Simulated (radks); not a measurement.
Values are calculated unless marked as measured or tabulated.
Ionisation of Li+, [He], to Li2+, 1s1, under several functionals. Scalar-relativistic Kohn-Sham, spin-unpolarised, spherical densities, finite nucleus; a radial shooting solver on a logarithmic mesh with Libxc functionals.

\begin{tabular}{lrrrrrr}
functional & E(Li+) (hartree) & Exc (hartree) & IE (eV) & -e(HOMO) (eV) & <r> HOMO (bohr) & IE error (eV) \\ \hline
XLYP & -7.29091 & -1.69730 & 79.761 & 60.857 & 0.5787 & +4.121 \\
exchange-only PBE & -7.21349 & -1.61531 & 78.506 & 59.588 & 0.5804 & +2.865 \\
TASK exchange with Perdew-Wang LDA correlation & -7.37665 & -1.79336 & 81.783 & 63.223 & 0.5728 & +6.143 \\
PW91 & -7.26845 & -1.67335 & 79.455 & 60.602 & 0.5786 & +3.815 \\
r2SCAN & -7.28244 & -1.69310 & 80.457 & 61.925 & 0.5751 & +4.817 \\
LDA (Slater exchange, VWN5 correlation) & -7.14359 & -1.53080 & 78.148 & 59.606 & 0.5847 & +2.508 \\
\end{tabular}

NIST Atomic Spectra Database: 75.640 eV (theoretical). Closest: LDA (Slater exchange, VWN5 correlation). The Delta-SCF values span 3.64 eV, the total energies 0.23 hartree. The highest occupied level is 1s. Spin polarisation and multiplet splitting are left out, so open shells lie too high by an amount that depends on their filling.

Beside tabulated values, note that spin-unpolarised runs miss the spin-polarisation part of the exchange energy of open shells.
